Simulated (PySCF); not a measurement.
From one molecule to another.

First species: C3H10O2SSi.
InChI=1S/C3H10O2SSi/c1-3-5-7(4)6-2/h4,7H,3H2,1-2H3/t7-/m0/s1

Second species: C₄H₁₀O₂S.
Numbering: `[CH3:1][CH2:2][S@@:3](=[O:4])[CH2:5][O:6][CH3:7]` (hydrogens: H8, H9, H10 on C1; H11, H12 on C2; H13, H14 on C5; H15, H16, H17 on C7)

Levels: wB97X-D/def2-SVPD for dipole moment, HOMO energy, LUMO energy, HOMO–LUMO gap, static isotropic polarisability and electronic spatial extent ⟨r²⟩ about the centre of nuclear charge; TDDFT wB97X-D/def2-SVPD for lowest singlet excitation; TDA wB97X-D/def2-SVPD for lowest triplet excitation (Tamm–Dancoff); GFN2-xTB for rotational constant A and rotational constant C. Geometries: GFN2-xTB. Each structure is a single optimised conformer of the isolated species, non-relativistic unless stated. Electronic properties by PySCF.

Dipoles, sizes and rotational constants follow the conformer. The torsions of the flexible species, by atom-mapped SMILES:
- `[CH3:1][CH2:2][O:3][Si@H:4]([OH:5])[S:6][CH3:7]`: C1–C2–O3–Si4 163°, C2–O3–Si4–O5 -49°, O3–Si4–S6–C7 -50°, H–O5–Si4–O3 -155°
- `[CH3:1][CH2:2][S@@:3](=[O:4])[CH2:5][O:6][CH3:7]`: C1–C2–S3–O4 -34°, C2–S3–C5–O6 -61°, S3–C5–O6–C7 -80°

```csv
property,column X,column Y
dipole moment,1.30 D,2.68 D
HOMO energy,-8.62 eV,-8.29 eV
LUMO energy,1.59 eV,2.04 eV
HOMO–LUMO gap,10.21 eV,10.33 eV
lowest singlet excitation,5.57 eV,5.66 eV
lowest triplet excitation (Tamm–Dancoff),5.25 eV,4.99 eV
static isotropic polarisability,89.5 au,79.0 au
electronic spatial extent ⟨r²⟩ about the centre of nuclear charge,1429 bohr²,946 bohr²
rotational constant A,2.474 GHz,2.796 GHz
rotational constant C,0.837 GHz,1.521 GHz
```

**Question.** Which column belongs to which species?

**Answer.** Column X is the first species and column Y the second. The first has 17 atoms and 74 electrons, the second 17 and 66.

**Question.** How does each property change from the first species to the second?

**Answer.** dipole moment +1.38 D; HOMO energy +0.33 eV; LUMO energy +0.45 eV; HOMO–LUMO gap +0.12 eV; lowest singlet excitation +0.09 eV; lowest triplet excitation (Tamm–Dancoff) -0.26 eV; static isotropic polarisability -10.5 au; electronic spatial extent ⟨r²⟩ about the centre of nuclear charge -483 bohr²; rotational constant A +0.322 GHz; rotational constant C +0.684 GHz.

On the first: The 8 singlets span 5.57 to 8.05 eV, and their oscillator strengths add up to 0.17. In atomic units the dipole is 0.51 e·bohr (1 au = 2.5417 D).

On the second: S1 lies 4.67 eV below the HOMO–LUMO gap; its leading configuration is HOMO→LUMO, weight 0.65. The 8 singlets span 5.66 to 7.46 eV, and their oscillator strengths add up to 0.23.
